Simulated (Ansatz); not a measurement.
Coupled-cluster diagnostics for the cluster Mg2Se2⁻, Ansatz.

Geometry of the doublet (r2SCAN-D4/def2-SVPD):

```xyz
4

Mg    2.0533   -0.2518   -0.6611
Mg   -1.5862   -0.5339    1.3840
Se    0.1196    1.2957    0.3915
Se   -0.5867   -0.5099   -1.1144
```

Correlated methods freeze 20 core orbitals; core or outer-core shells of Mg, Se are correlated, in sets that lack core-valence functions. In CCSD on the charge -1 doublet the largest single amplitude is 0.36, so its Hartree–Fock determinant may place the open shell otherwise than the density functionals do. Another isomer (doublet) lies 2.14 eV lower at PBE0-D4/def2-TZVPD; other spin states weren't run for this one.

(1) Estimate the CCSD(T) correlation energy, the shares of MP2 and (T), T1 and the reference's ⟨S²⟩ for: charge -1, doublet, own geometry in def2-SVPD; and the rough time on 4 threads of Arm Neoverse V1 on a shared host.

Answers

(1) 
| state | basis | correlation (eV) | MP2 share (%) | (T) share (%) | T1 | ⟨S²⟩ (pure) | wall time | remarks |
| --- | --- | --- | --- | --- | --- | --- | --- | --- |
| charge -1, doublet, own geometry | def2-SVPD | -15.889 | 93.2 | 4.1 | 0.051 | 1.08 (0.75) | 1.8 min | large T1 (0.051), spin-contaminated (⟨S²⟩ 1.08) |
Customary marks for T1 are 0.02 (closed shells), 0.045 (open shells) and about 0.05 (3d metals). T1 exceeds 0.02 in 1 of 1 rows and 0.045 in 1; the higher it lies, the less the single-reference result can be trusted.
